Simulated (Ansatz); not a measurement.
HSZn (SMILES [SH][Zn]), doublet, geometry from GFN2-xTB (such geometries of metal compounds can be far from the true shape) (the spin is typed, not shown lowest); B3LYP/3-21G (Ansatz, a program for electronic structure).

The Ansatz input:
Ansatz 0.2 input:
```yaml
crystal:
  periodic: [false, false, false]
  atoms:
    - {symbol: Zn, position_ang: [-0.40899229, -0.71588306, -0.30339505]}
    - {symbol: S, position_ang: [0.67274253, 1.30222879, 0.48903689]}
    - {symbol: H, position_ang: [1.50588835, 0.64083112, 1.27726104]}
basis:
  gaussian:
    orbitals: 3-21G.json
    point_charges:
      - {charge: -1.0, position_ang: [3.1374, -3.3565, 1.6786]}
hamiltonian:
  xc: b3lyp
magnetization: {spin_polarized: true, initial_magnetization: 1}
```
The basis file holds 3-21G in the JSON format of the Basis Set Exchange.

What the program printed (banner, timings and long lists left out):

```
Functional definition: B3LYP
417 factors; integrals over basis functions are off by at most 5.3e-4 eV
mean field evaluation 1: about -58980.0263 eV, gradient 1.8e1 eV
mean field evaluation 2: about -58973.2834 eV, gradient 3.6e1 eV
mean field evaluation 4: about -58982.1506 eV, gradient 1.5e0 eV
mean field evaluation 8: about -58982.1871 eV, gradient 1.4e-1 eV
mean field evaluation 16: about -58982.1872 eV, gradient 2.6e-5 eV
mean field -58982.18715407 eV, -2167.5553983498 hartree, gradient 2.6e-5 eV, S^2 0.753068; 0 other end points of the search recorded, 0 dependent functions left out
reference -58982.18734623 eV, -2167.5554054114 hartree; 24, 23 occupied and 20, 21 virtual orbitals, 417 factors
Total energy: -58982.18734623 eV, -2167.5554054114 hartree
```
